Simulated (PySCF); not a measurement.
Isomers of C5H12O2Si, mass 132.061 u with the commonest isotopes. Theory: PBE0/pcSseg-1 in PySCF (dipole) on a GFN2-xTB geometry, gas phase. One conformer each, none proved a minimum here; rigid rotors.

**Question.** Order these by rotational constant B, largest first.
A. `[CH3:1][C:2](=[O:3])[CH2:4][CH2:5][CH2:6][SiH2:7][OH:8]` with C1–C2–C4–C5 -163°, C2–C4–C5–C6 70°, C4–C5–C6–Si7 -164°, C5–C6–Si7–O8 52°, C6–Si7–O8–H 35°
B. `[CH3:1][O:2][C@@H:3]1[C@H:4]([SiH3:5])[C@@H:6]1[CH2:7][OH:8]` with C1–O2–C3–C4 -89°, C4–C6–C7–O8 -135°, C6–C7–O8–H 59°
C. `[CH3:1][CH2:2][O:3][C@@H:4]1[CH2:5][CH2:6][SiH2:7][O:8]1` with C1–C2–O3–C4 -177°, C2–O3–C4–C5 -178°, O3–C4–C5–C6 -79°, C4–C5–C6–Si7 -30°, C5–C6–Si7–O8 11°, C6–Si7–O8–C4 14°
D. `[CH2:1]=[CH:2][CH2:3][Si:4]([OH:5])([OH:6])[CH2:7][CH3:8]` with C1–C2–C3–Si4 -99°, C2–C3–Si4–O5 54°, C3–Si4–O5–H -36°, C3–Si4–O6–H 176°, C3–Si4–C7–C8 58°
E. `[CH3:1][CH:2]([CH3:3])[CH2:4][C:5](=[O:6])[O:7][SiH3:8]` with C1–C2–C4–C5 168°, C2–C4–C5–O6 -19°, C4–C5–O7–Si8 178°

**Answer.** B (1447 MHz), C (1099 MHz), D (1021 MHz), A (749.3 MHz), E (733.5 MHz).

**Question.** Order these by radius of gyration √(Σ m r²/M), largest first.
A. `[CH2:1]=[CH:2][CH2:3][Si:4]([OH:5])([OH:6])[CH2:7][CH3:8]` with C1–C2–C3–Si4 -99°, C2–C3–Si4–O5 54°, C3–Si4–O5–H -36°, C3–Si4–O6–H 176°, C3–Si4–C7–C8 58°
B. `[CH3:1][CH2:2][O:3][C@@H:4]1[CH2:5][CH2:6][SiH2:7][O:8]1` with C1–C2–O3–C4 -177°, C2–O3–C4–C5 -178°, O3–C4–C5–C6 -79°, C4–C5–C6–Si7 -30°, C5–C6–Si7–O8 11°, C6–Si7–O8–C4 14°
C. `[CH3:1][CH:2]([CH3:3])[CH2:4][C:5](=[O:6])[O:7][SiH3:8]` with C1–C2–C4–C5 168°, C2–C4–C5–O6 -19°, C4–C5–O7–Si8 178°

**Answer.** C (2.399 Å), A (2.143 Å), B (2.068 Å).

**Question.** Order these by rotational constant A, smallest first.
A. `[CH3:1][CH:2]([CH3:3])[CH2:4][C:5](=[O:6])[O:7][SiH3:8]` with C1–C2–C4–C5 168°, C2–C4–C5–O6 -19°, C4–C5–O7–Si8 178°
B. `[CH3:1][O:2][C@@H:3]1[C@H:4]([SiH3:5])[C@@H:6]1[CH2:7][OH:8]` with C1–O2–C3–C4 -89°, C4–C6–C7–O8 -135°, C6–C7–O8–H 59°
C. `[CH2:1]=[CH:2][CH2:3][Si:4]([OH:5])([OH:6])[CH2:7][CH3:8]` with C1–C2–C3–Si4 -99°, C2–C3–Si4–O5 54°, C3–Si4–O5–H -36°, C3–Si4–O6–H 176°, C3–Si4–C7–C8 58°
D. `[CH3:1][C:2](=[O:3])[CH2:4][CH2:5][CH2:6][SiH2:7][OH:8]` with C1–C2–C4–C5 -163°, C2–C4–C5–C6 70°, C4–C5–C6–Si7 -164°, C5–C6–Si7–O8 52°, C6–Si7–O8–H 35°
E. `[CH3:1][CH2:2][O:3][C@@H:4]1[CH2:5][CH2:6][SiH2:7][O:8]1` with C1–C2–O3–C4 -177°, C2–O3–C4–C5 -178°, O3–C4–C5–C6 -79°, C4–C5–C6–Si7 -30°, C5–C6–Si7–O8 11°, C6–Si7–O8–C4 14°

**Answer.** B (1865 MHz), C (2645 MHz), E (3118 MHz), D (3581 MHz), A (4648 MHz).

```csv
SMILES,point group,Ia (u·Å²),Ib (u·Å²),Ic (u·Å²),κ,μa (D),μb (D),μc (D)
C=CC[Si](O)(O)CC,C1,191.10,494.83,527.51,-0.92,0.33,0.38,0.20
CCO[C@@H]1CC[SiH2]O1,C1,162.06,459.87,507.18,-0.90,0.06,0.46,0.19
CC(C)CC(=O)O[SiH3],C1,108.73,688.95,722.82,-0.98,0.05,1.29,0.78
CO[C@@H]1[C@H]([SiH3])[C@@H]1CO,C1,270.92,349.35,488.87,-0.01,2.18,1.27,1.28
CC(=O)CCC[SiH2]O,C1,141.14,674.45,735.08,-0.96,3.10,2.23,0.66
```
